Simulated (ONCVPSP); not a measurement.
# What one change does to a pseudopotential (sulfur, ONCV)

ONCVPSP 4.0.1 input, shortened (lines: element, Z, core and valence counts, functional; n l f; lmax; l rc ep ncon nbas qcut; lloc lpopt rc5 dvloc0; l nproj debl; icmod fcfact rcfact), PBEsol, scalar-relativistic:

```
  S 16.00    3    2  -116133      upf
    1    0    2.00
    2    0    2.00
    2    1    6.00
    3    0    2.00
    3    1    2.50
    2
    0    1.45    0.00    4    8    4.90
    1    1.65    0.00    5    8    4.90
    2    1.50    0.29    4    7    6.60
    4    5    1.05    6.00
    0    1    0.40
    1    2    2.60
    2    3    1.80
    2    0.35    1.00
```

In the d channel the program set the typed energies aside and used 0.050, 1.850, 3.650 Ha.

Change: all radii but the core radius scaled by about 1.30 (s 1.88, p 2.14, d 1.94 bohr); local potential polynomial inside 1.36 bohr (lpopt 5, dvloc0 6 Ha).

Cutoffs: the cutoffs (Ha) at which the residual kinetic energy of the hardest occupied pseudo-wave falls to 1 and 0.1 mHa per electron; they do not see the model core or the augmentation charge, which bear on the density cutoff. Errors are all-electron minus pseudo energies relative to the spin-unpolarised reference configuration.

How do hardness, ghosts and transferability respond?

The potential gets softer (13 Ha and 66 Ha → 9.8 Ha and 15 Ha); a bound ghost appears in d, which as a rule spoils a file; of the 4 tests that both files solve, the error grows in 1 and shrinks in 0 by more than 15 % and 0.3 meV (median size 4.3 → 4.8 meV). A larger radius leaves more room for a smooth pseudo-wave, so fewer plane waves are needed.

```tsv
quantity	base	changed
cutoff, loose	13 Ha	9.8 Ha
cutoff, tight	66 Ha	15 Ha
loose cutoff by channel	s 13 Ha, p 8.7 Ha	s 9.8 Ha, p 6.1 Ha
bound ghosts	none	d
GHOST(+) flags under 300 eV	none	none
error for 3s2 3p4, meV [ΔE -21.46 eV]	+10	+10
error for 3s2 3p3, meV [ΔE -9.72 eV]	+2.4	+2.4
error for 3s2 3p2, meV [ΔE 12.52 eV]	+2.0	+2.0
error for 3s1 3p5, meV [ΔE -11.18 eV]	+6.1	+7.1
rms error of d²Exc/dni dnj with the model core, mHa	0.58	0.48
```

 A true bound ghost makes a file unfit for plane-wave use even where its test errors are small: the radial tests pick states by their node count and pass the ghost by.
